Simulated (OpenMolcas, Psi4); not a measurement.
# InSiH5 (SMILES [SiH3][InH2]): methods side by side

InSiH5: 7 atoms, total charge 0, spin state singlet. SMILES: `[SiH3][InH2]`. Geometry: relaxed at PBE0-D4/def2-TZVP.

Quantity: the dipole moment, in D. The values are calculated.

```json
{"level": "HF/def2-TZVP (core potential)", "kind": "Hartree–Fock", "program": "OpenMolcas", "value (D)": "0.09", "CPU time": "23 s"}
{"level": "SVWN5/def2-TZVP (core potential)", "kind": "LDA", "program": "OpenMolcas", "value (D)": "0.09", "CPU time": "41 s"}
{"level": "M06-L/def2-TZVP (core potential)", "kind": "meta-GGA", "program": "OpenMolcas", "value (D)": "0.07", "CPU time": "63 s"}
{"level": "TPSS/def2-TZVP (core potential)", "kind": "meta-GGA", "program": "OpenMolcas", "value (D)": "0.06", "CPU time": "61 s"}
{"level": "B3LYP/def2-TZVP (core potential)", "kind": "global hybrid", "program": "OpenMolcas", "value (D)": "0.08", "CPU time": "46 s"}
{"level": "BHLYP/def2-TZVP (core potential)", "kind": "global hybrid", "program": "OpenMolcas", "value (D)": "0.09", "CPU time": "47 s"}
{"level": "M06-2X/def2-TZVP (core potential)", "kind": "hybrid meta-GGA", "program": "OpenMolcas", "value (D)": "0.10", "CPU time": "67 s"}
{"level": "PBE0-D4/def2-TZVP (density fitting, core potential)", "kind": "global hybrid", "program": "Psi4", "value (D)": "0.10", "CPU time": "11 s"}
```

The values span 0.06 to 0.10 D. Magnitudes only. CPU times are rough (shared hosts, several kinds of processor): they show what a rung costs within a factor of a few.
